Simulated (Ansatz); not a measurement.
Geometry optimisation, Ansatz 0.2.0, RKS B3LYP-D4/STO-3G.

Input:

```yaml
crystal:
  periodic: [false, false, false]
  atoms:
    - { symbol: C, position_ang: [-0.6901, 0.5373, 1.292] }
    - { symbol: B, position_ang: [0.0894, -0.0533, 0.0797] }
    - { symbol: Si, position_ang: [0.627, -1.906, 0.1377] }
    - { symbol: B, position_ang: [0.5599, 0.8722, -1.2552] }
    - { symbol: S, position_ang: [-0.0394, 2.6579, -1.3906] }
    - { symbol: H, position_ang: [-1.7209, 0.9521, 0.9029] }
    - { symbol: H, position_ang: [-0.1516, 1.4412, 1.7124] }
    - { symbol: H, position_ang: [-0.8683, -0.1561, 2.0686] }
    - { symbol: H, position_ang: [0.2082, -2.5018, 1.451] }
    - { symbol: H, position_ang: [2.129, -1.9696, 0.1016] }
    - { symbol: H, position_ang: [0.0701, -2.6356, -0.9655] }
    - { symbol: H, position_ang: [1.1167, 0.3816, -2.1196] }
    - { symbol: H, position_ang: [-1.3095, 2.3453, -2.0002] }
basis:
  gaussian: { orbitals: STO-3G }
hamiltonian:
  xc: b3lyp
  dispersion: d4
relax:
  f_tol: 0.02
  max_steps: 40
scf:
  lower_state_search: "off"
```

Launched with:

```bash
$ ansatz run input.yaml --threads 1 --pin off --max-ram 2048MiB --backend cpu --events-out ev --progress --plain --runs-dir out
```

Question: Where does it end, and by what steps?

Answer: It converged. Limits of this set-up: minimal basis. After 26 steps the energy has fallen by 2.335 eV; H12 moved furthest, 1.57 Å.

```json
{"step": "0", "energy less start (eV)": "0.0000", "largest force component (eV/Å)": "3.018", "accepted": "yes"}
{"step": "1", "energy less start (eV)": "-0.4139", "largest force component (eV/Å)": "1.829", "accepted": "yes"}
{"step": "2", "energy less start (eV)": "-0.7855", "largest force component (eV/Å)": "1.570", "accepted": "yes"}
{"step": "3", "energy less start (eV)": "-1.1752", "largest force component (eV/Å)": "1.978", "accepted": "yes"}
{"step": "4", "energy less start (eV)": "-1.6002", "largest force component (eV/Å)": "1.312", "accepted": "yes"}
{"step": "5", "energy less start (eV)": "-1.8669", "largest force component (eV/Å)": "1.539", "accepted": "yes"}
{"step": "6", "energy less start (eV)": "-2.0154", "largest force component (eV/Å)": "0.884", "accepted": "yes"}
{"step": "7", "energy less start (eV)": "-2.1207", "largest force component (eV/Å)": "0.516", "accepted": "yes"}
{"step": "8", "energy less start (eV)": "-2.1797", "largest force component (eV/Å)": "0.714", "accepted": "yes"}
{"step": "9", "energy less start (eV)": "-2.2317", "largest force component (eV/Å)": "0.604", "accepted": "yes"}
{"step": "10", "energy less start (eV)": "-2.2697", "largest force component (eV/Å)": "0.395", "accepted": "yes"}
{"step": "11", "energy less start (eV)": "-2.2986", "largest force component (eV/Å)": "0.143", "accepted": "yes"}
{"step": "12", "energy less start (eV)": "-2.3180", "largest force component (eV/Å)": "0.102", "accepted": "yes"}
{"step": "13", "energy less start (eV)": "-2.3267", "largest force component (eV/Å)": "0.179", "accepted": "yes"}
{"step": "14", "energy less start (eV)": "-2.3253", "largest force component (eV/Å)": "0.576", "accepted": "no"}
{"step": "15", "energy less start (eV)": "-2.3303", "largest force component (eV/Å)": "0.125", "accepted": "yes"}
{"step": "16", "energy less start (eV)": "-2.3317", "largest force component (eV/Å)": "0.045", "accepted": "yes"}
{"step": "17", "energy less start (eV)": "-2.3324", "largest force component (eV/Å)": "0.058", "accepted": "yes"}
{"step": "18", "energy less start (eV)": "-2.3319", "largest force component (eV/Å)": "0.142", "accepted": "no"}
{"step": "19", "energy less start (eV)": "-2.3332", "largest force component (eV/Å)": "0.021", "accepted": "yes"}
{"step": "20", "energy less start (eV)": "-2.3338", "largest force component (eV/Å)": "0.090", "accepted": "yes"}
{"step": "21", "energy less start (eV)": "-2.3342", "largest force component (eV/Å)": "0.055", "accepted": "yes"}
{"step": "22", "energy less start (eV)": "-2.3345", "largest force component (eV/Å)": "0.032", "accepted": "yes"}
{"step": "23", "energy less start (eV)": "-2.3348", "largest force component (eV/Å)": "0.027", "accepted": "yes"}
{"step": "24", "energy less start (eV)": "-2.3348", "largest force component (eV/Å)": "0.020", "accepted": "yes"}
{"step": "25", "energy less start (eV)": "-2.3349", "largest force component (eV/Å)": "0.023", "accepted": "yes"}
{"step": "26", "energy less start (eV)": "-2.3349", "largest force component (eV/Å)": "0.011", "accepted": "yes"}
```

```xyz
13
Properties=species:S:1:pos:R:3
C -0.421 0.739 1.482
B 0.197 0.145 0.148
Si 0.327 -1.822 -0.052
B 0.686 1.093 -1.087
S -0.335 1.667 -2.393
H -1.521 0.727 1.353
H -0.141 1.782 1.691
H -0.213 0.133 2.377
H -0.407 -2.549 0.960
H 1.713 -2.228 0.038
H -0.160 -2.257 -1.343
H 1.809 1.423 -1.170
H -1.514 1.112 -1.989
```

The run took 69 s on 1 thread of Arm Neoverse V2, with other jobs on the host, peak memory 0.14 GiB.
